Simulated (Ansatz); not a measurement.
```xyz
9

N     0.821   -0.704   -1.219
B     0.317   -0.797    0.065
Si   -0.556    0.826    0.859
F    -0.422    2.046   -0.179
Cl   -2.565    0.478    1.131
H     1.258   -1.474   -1.698
H     0.778    0.139   -1.770
H     0.407   -1.836    0.652
H    -0.038    1.321    2.158
```

The species carries charge 0 and has multiplicity 1.

(1) List the ωB97M-V/def2-TZVPP orbital energies in eV (Ansatz 0.2.0). (An estimate is asked.)

Results:

(1) Computed: Occupied: -2771.74, -1808.25, -677.41, -395.36, -262.15, -199.62, -199.51, -199.50, -187.83, -149.16, -103.33, -103.29, -103.21, -35.94, -27.68, -25.69, -18.60, -17.60, -17.33, -15.39, -15.25, -15.08, -13.50, -12.72, -11.89, -11.69, -11.59, -10.19. Lowest empty: 0.86, 1.61, 2.71, 3.24, 3.36, 3.76, 3.99, 4.55.
